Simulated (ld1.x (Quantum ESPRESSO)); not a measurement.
# Ranking TM semilocal potentials for lead

All share these settings but for the change named:

Pb, norm-conserving Troullier–Martins (semilocal form), made with ld1.x (Quantum ESPRESSO) 7.5 (BP86, scalar-relativistic). Core [Xe] 4f14 5d10, reference 6s1.75 6p2.25. Waves: 6p (bound): rc 2.50 bohr; 6s (bound): rc 2.05 bohr. Local part: the s channel. Core correction: Bessel-smoothed model core, default radius (core density twice the valence density).

Cutoff: the first of the cutoffs (Ry, on a coarse ladder) from which the occupation-weighted sum of valence levels, in a spherical-Bessel basis at the reference potential, stays within 10 and 1 mRy of its value at 400 Ry; the density cutoff is not measured.

The base gives 21 Ry.

Of 5 variants that were run, those that failed, showed a ghost or another fault, or gave nearly equal values are left out.

In the semilocal form every listed channel keeps its own potential, so the choice of the local channel does not act on these tests. It acts once the file is put into the separable form.

A variant can come out equal or close to the base.

Task: Rank these variants from softest to hardest (loose cutoff).
A. all radii but the core radius scaled by about 1.30 (s 2.66, p 3.24 bohr)
B. wave 6s (bound): rc 2.05 bohr becomes 6s (bound): rc 1.64 bohr
C. core [Xe] 4f14, valence charge 14; reference 5d10 6s1 6p3; waves now 6s (bound): rc 1.55 bohr; 6p (bound): rc 2.55 bohr; 5d (bound): rc 1.50 bohr; local potential the d channel; core correction Bessel-smoothed model core inside 1.20 bohr
D. wave 6p (bound): rc 2.50 bohr becomes 6p (bound): rc 3.54 bohr

Result: A (12 Ry), D (21 Ry), B (40 Ry), C (55 Ry).
